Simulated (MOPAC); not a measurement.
Job for MOPAC: PM7 on CH5BBrN (SMILES CB(N)Br), a point of a torsion scan.

```
PM7 1SCF PRECISE CHARGE=0 THREADS=1
CH5BBrN

C     -1.14164808 1     0.13476699 1    -0.33703128 1
B      0.17103854 1    -0.11732999 1     0.50521143 1
N      0.19105513 1    -0.10918223 1     1.88655886 1
Br     1.82108919 1    -0.45273589 1    -0.38655920 1
H     -1.37348159 1    -0.72346663 1    -0.96832483 1
H     -1.01964766 1     0.98136216 1    -1.01298383 1
H     -2.01438554 1     0.33146202 1     0.28221742 1
H      1.02209590 1    -0.26981688 1     2.43380719 1
H     -0.62244995 1     0.05730671 1     2.45412832 1
```

It printed:

```
*******************************************************************************
 **                                                                           **
 **                              MOPAC v23.2.5                                **
 **                                                                           **
 *******************************************************************************
 ** MOPAC's Digital Object Identifier: https://doi.org/10.5281/zenodo.6511958 **
 **                                                                           **
 ** Please cite the open-source release paper for use of this MOPAC version:  **
 ** J. E. Moussa and J. J. P. Stewart (2026)                                  **
 ** MOPAC: An open-source semiempirical molecular orbital program             **
 ** J. Open Source Softw., 11(119), 8025, https://doi.org/10.21105/joss.08025 **
 *******************************************************************************

                              PM7 CALCULATION RESULTS

 *******************************************************************************
 *  PM7        - The PM7 Hamiltonian to be used
 *
 *
 *
 *                 CHARGE ON SYSTEM = 0
 *
 *
 *
 *  PRECISE    - TIGHTER CRITERIA TO BE USED
 *  1SCF       - DO 1 SCF AND THEN STOP
 *  THREADS=1  - MULTI-THREADING NOT USED
 *  T=         - A TIME OF 172800.0 SECONDS REQUESTED
 *  DUMP=N     - RESTART FILE WRITTEN EVERY 7200.0 SECONDS REQUESTED
 *******************************************************************************
PM7 1SCF PRECISE CHARGE=0 THREADS=1
 CH5BBrN

   ATOM   CHEMICAL          X               Y               Z
  NUMBER   SYMBOL      (ANGSTROMS)     (ANGSTROMS)     (ANGSTROMS)

     1       C         -1.14164808  *   0.13476699  *  -0.33703128  *
     2       B          0.17103854  *  -0.11732999  *   0.50521143  *
     3       N          0.19105513  *  -0.10918223  *   1.88655886  *
     4      Br          1.82108919  *  -0.45273589  *  -0.38655920  *
     5       H         -1.37348159  *  -0.72346663  *  -0.96832483  *
     6       H         -1.01964766  *   0.98136216  *  -1.01298383  *
     7       H         -2.01438554  *   0.33146202  *   0.28221742  *
     8       H          1.02209590  *  -0.26981688  *   2.43380719  *
     9       H         -0.62244995  *   0.05730671  *   2.45412832  *



          CARTESIAN COORDINATES

    NO.       ATOM           X           Y           Z

     1         C         -1.1416      0.1348     -0.3370
     2         B          0.1710     -0.1173      0.5052
     3         N          0.1911     -0.1092      1.8866
     4        Br          1.8211     -0.4527     -0.3866
     5         H         -1.3735     -0.7235     -0.9683
     6         H         -1.0196      0.9814     -1.0130
     7         H         -2.0144      0.3315      0.2822
     8         H          1.0221     -0.2698      2.4338
     9         H         -0.6224      0.0573      2.4541

 General Reference for PM7:
 "Optimization of Parameters for Semiempirical Methods VI: More Modifications to the
 NDDO Approximations and Re-optimization of Parameters", J. J. P. Stewart, J. Mol. Mod., 1:32, 19 (2013)
 https://link.springer.com/article/10.1007/s00894-012-1667-x

           Empirical Formula: C H5 N B Br  =     9 atoms



      MOLECULAR POINT GROUP   :   Cs


      RHF CALCULATION, NO. OF DOUBLY OCCUPIED LEVELS = 12


 -------------------------------------------------------------------------------
 PM7 1SCF PRECISE CHARGE=0 THREADS=1
 CH5BBrN



     1SCF WAS SPECIFIED, SO BFGS WAS NOT USED
     SCF FIELD WAS ACHIEVED


                              PM7 CALCULATION
                                                       MOPAC v23.2.5 Linux




          FINAL HEAT OF FORMATION =        -60.08374 KCAL/MOL =    -251.39039 KJ/MOL


          COSMO AREA              =        115.22 SQUARE ANGSTROMS
          COSMO VOLUME            =        101.46 CUBIC ANGSTROMS

          IONIZATION POTENTIAL    =          9.815161 EV
          HOMO LUMO ENERGIES (EV) =         -9.815 -0.467
          NO. OF FILLED LEVELS    =         12
          MOLECULAR WEIGHT        =        121.7712         POINT GROUP:  Cs

          MOLECULAR DIMENSIONS (Angstroms)

            Atom       Atom       Distance
            H     8    H     6     4.19697
           Br     4    H     7     3.65640
            H     5    H     6     1.69268


          SCF CALCULATIONS        =          1





   ATOM   CHEMICAL          X               Y               Z
  NUMBER   SYMBOL      (ANGSTROMS)     (ANGSTROMS)     (ANGSTROMS)

     1       C         -1.14164808  *   0.13476699  *  -0.33703128  *
     2       B          0.17103854  *  -0.11732999  *   0.50521143  *
     3       N          0.19105513  *  -0.10918223  *   1.88655886  *
     4      Br          1.82108919  *  -0.45273589  *  -0.38655920  *
     5       H         -1.37348159  *  -0.72346663  *  -0.96832483  *
     6       H         -1.01964766  *   0.98136216  *  -1.01298383  *
     7       H         -2.01438554  *   0.33146202  *   0.28221742  *
     8       H          1.02209590  *  -0.26981688  *   2.43380719  *
     9       H         -0.62244995  *   0.05730671  *   2.45412832  *

                             CARTESIAN COORDINATES

   1    C       -1.141648080     0.134766990    -0.337031280
   2    B        0.171038540    -0.117329990     0.505211430
   3    N        0.191055130    -0.109182230     1.886558860
   4   Br        1.821089190    -0.452735890    -0.386559200
   5    H       -1.373481590    -0.723466630    -0.968324830
   6    H       -1.019647660     0.981362160    -1.012983830
   7    H       -2.014385540     0.331462020     0.282217420
   8    H        1.022095900    -0.269816880     2.433807190
   9    H       -0.622449950     0.057306710     2.454128320


           Empirical Formula: C H5 N B Br  =     9 atoms



      MOLECULAR POINT GROUP   :   Cs


                  EIGENVALUES
 -36.05622 -25.38332 -24.58905 -17.81077 -17.14785 -14.08708 -13.98479 -12.58311
 -11.60996 -11.30185  -9.83406  -9.81516  -0.46674   1.01866   2.11817   3.97016
   5.84112   5.88721   6.00590   6.18978   7.18523 260.02536 260.02616 260.11997
 260.43390 260.43930


              NET ATOMIC CHARGES AND DIPOLE CONTRIBUTIONS

  ATOM NO.   TYPE          CHARGE      No. of ELECS.   s-Pop       p-Pop       d-Pop
    1          C          -0.530572        4.5306     1.04932     3.48125
    2          B           0.185142        2.8149     0.66210     2.15276
    3          N          -0.490631        5.4906     1.51878     3.97186
    4         Br          -0.183895        7.1839     1.92652     5.25462     0.00275
    5          H           0.162310        0.8377     0.83769
    6          H           0.162324        0.8377     0.83768
    7          H           0.143696        0.8563     0.85630
    8          H           0.277163        0.7228     0.72284
    9          H           0.274463        0.7255     0.72554
 DIPOLE           X         Y         Z       TOTAL
 POINT-CHG.    -1.713     0.356     2.329     2.913
 HYBRID        -0.136     0.031     0.651     0.666
 SUM           -1.849     0.387     2.980     3.529


          ATOMIC ORBITAL ELECTRON POPULATIONS

     Atom    s        px        py        pz      x^2-y^2     xz        z^2       yz        xy
    1  C   1.04932   1.13696   1.17717   1.16711
    2  B   0.66210   0.85387   0.56819   0.73070
    3  N   1.51878   1.20746   1.54700   1.21740
    4 Br   1.92652   1.49935   1.90061   1.85466   0.00075   0.00090   0.00053   0.00015   0.00042
    5  H   0.83769
    6  H   0.83768
    7  H   0.85630
    8  H   0.72284
    9  H   0.72554

 **********************
 *                    *
 * JOB ENDED NORMALLY *
 *                    *
 **********************




 == MOPAC DONE ==
```

The run finished.

Cost: around 0.03 core-seconds (rough).
